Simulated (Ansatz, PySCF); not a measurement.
Pulling on the Be1–H2 bond in BeH2O (SMILES [BeH][OH]) (multiplicity 1 held, fragments rigid). Energies count from the point at 1.328 Å.
Geometry at that point (charge 0, multiplicity 1):
```
atom    x (Å)    y (Å)    z (Å)
----  -------  -------  -------
Be    -0.7841  -0.3530   0.0298
H     -1.9953  -0.8949   0.0798
O      0.5111   0.1852  -0.0736
H      1.0425   0.8250   0.3897
```

U- levels take the lowest unrestricted solution at each point, which mixes spins at long bonds. Active spaces are followed from a long bond inwards. Levels need not reach the same state.

Correlated levels freeze the cores. Rows in 6-31G* carry no dispersion term and start afresh at each structure (6-31G* with six Cartesian d functions).

Codes used: Ansatz (Gaussian orbitals); PySCF for 6-31G* rows. Each number belongs to the level named beside it.

Energies in kJ/mol.

```
R (Å)  U-HF/6-31G*  U-HF/aug-cc-pVTZ  U-B3LYP/6-31G*  U-CCSD(T)/aug-cc-pVTZ  FIC-MRCISD+Q on CASSCF(2,2)/aug-cc-pVTZ
-----  -----------  ----------------  --------------  ---------------------  ---------------------------------------
1.062           87                83              81                     81                                       81
1.195           19                17              17                     17                                       17
1.328            0                 0               0                      0                                        0
1.461           11                11              11                     10                                       10
1.593           38                38              37                     35                                       35
1.793           95                93              90                     86                                       86
1.992          159               156             149                    142                                      142
2.324          242               239             243                    228                                      227
2.656          279               276             318                    294                                      294
3.054          296               293             364                    347                                      345
3.585          303               300             389                    381                                      377
4.249          305               302             397                    390                                      388
```

Doubts at one or more of the structures used: a spin-contaminated determinant (U-HF/6-31G*, U-HF/aug-cc-pVTZ, U-B3LYP/6-31G*, U-CCSD(T)/aug-cc-pVTZ); T1 above 0.05 (U-CCSD(T)/aug-cc-pVTZ); the program's own flag: other amplitudes (U-CCSD(T)/aug-cc-pVTZ).

Ansatz is a first-principles code.
